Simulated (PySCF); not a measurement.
# ORD: SMILES FCC[C@]12CC[C@H]1C2, C7H11F

Geometry:
```json
{"atom": "F1", "x (Å)": "-2.140", "y (Å)": "1.810", "z (Å)": "-0.527"}
{"atom": "C2", "x (Å)": "-2.349", "y (Å)": "0.523", "z (Å)": "-0.091"}
{"atom": "C3", "x (Å)": "-1.287", "y (Å)": "-0.413", "z (Å)": "-0.660"}
{"atom": "C4", "x (Å)": "0.050", "y (Å)": "-0.187", "z (Å)": "-0.016"}
{"atom": "C5", "x (Å)": "0.921", "y (Å)": "1.047", "z (Å)": "-0.245"}
{"atom": "C6", "x (Å)": "2.175", "y (Å)": "0.148", "z (Å)": "-0.203"}
{"atom": "C7", "x (Å)": "1.280", "y (Å)": "-1.060", "z (Å)": "0.038"}
{"atom": "C8", "x (Å)": "0.461", "y (Å)": "-0.829", "z (Å)": "1.274"}
{"atom": "H9", "x (Å)": "-2.311", "y (Å)": "0.552", "z (Å)": "1.003"}
{"atom": "H10", "x (Å)": "-3.354", "y (Å)": "0.244", "z (Å)": "-0.426"}
{"atom": "H11", "x (Å)": "-1.610", "y (Å)": "-1.443", "z (Å)": "-0.491"}
{"atom": "H12", "x (Å)": "-1.218", "y (Å)": "-0.246", "z (Å)": "-1.738"}
{"atom": "H13", "x (Å)": "0.757", "y (Å)": "1.514", "z (Å)": "-1.213"}
{"atom": "H14", "x (Å)": "0.851", "y (Å)": "1.810", "z (Å)": "0.530"}
{"atom": "H15", "x (Å)": "2.701", "y (Å)": "0.110", "z (Å)": "-1.155"}
{"atom": "H16", "x (Å)": "2.889", "y (Å)": "0.364", "z (Å)": "0.591"}
{"atom": "H17", "x (Å)": "1.452", "y (Å)": "-2.045", "z (Å)": "-0.365"}
{"atom": "H18", "x (Å)": "-0.141", "y (Å)": "-1.662", "z (Å)": "1.608"}
{"atom": "H19", "x (Å)": "0.861", "y (Å)": "-0.227", "z (Å)": "2.077"}
```

Computed with TDDFT PBE0/def2-SVPD circular dichroism and optical rotation, one conformer, gas phase in PySCF. Geometry: GFN2-xTB.

The molecule is flexible and this is one conformer; a measurement averages over conformers. States above about 7.3 eV (minus the energy of the highest occupied orbital) lie near or above the ionisation threshold and depend on the basis.

Stereocentres: C4 R, C7 S.

Q: Give the optical rotatory dispersion at 633, 589.3, 546, 436, 405, 365, 355 nm.

A: [α] in deg dm⁻¹ (g/mL)⁻¹:
```tsv
λ (nm)	origin-invariant length gauge	modified velocity gauge	length gauge (centre of mass)	isotropic polarisability (au)
633	+89.9	+98.1	+88.8	79.8
589.3	+105.4	+114.9	+104.1	80.0
546	+125.2	+136.4	+123.6	80.3
436	+212.8	+231.4	+210.1	81.6
405	+255.8	+278.0	+252.7	82.1
365	+336.0	+364.4	+331.9	83.1
355	+362.5	+392.9	+358.0	83.4
```

Q: And for the mirror image at 589.3 nm?

A: -105.4 deg dm⁻¹ (g/mL)⁻¹ (origin-invariant length gauge): the same size and the opposite sign.

Q: What is the molar rotation [Φ] = [α]·M/100 of the geometry above at 589.3 nm?

A: With M = 114.16 g/mol, +120.3 deg cm² dmol⁻¹ (origin-invariant length gauge).

The first excitation lies at 7.01 eV (177 nm) with R = +18.3 × 10⁻⁴⁰ esu² cm² (velocity form).
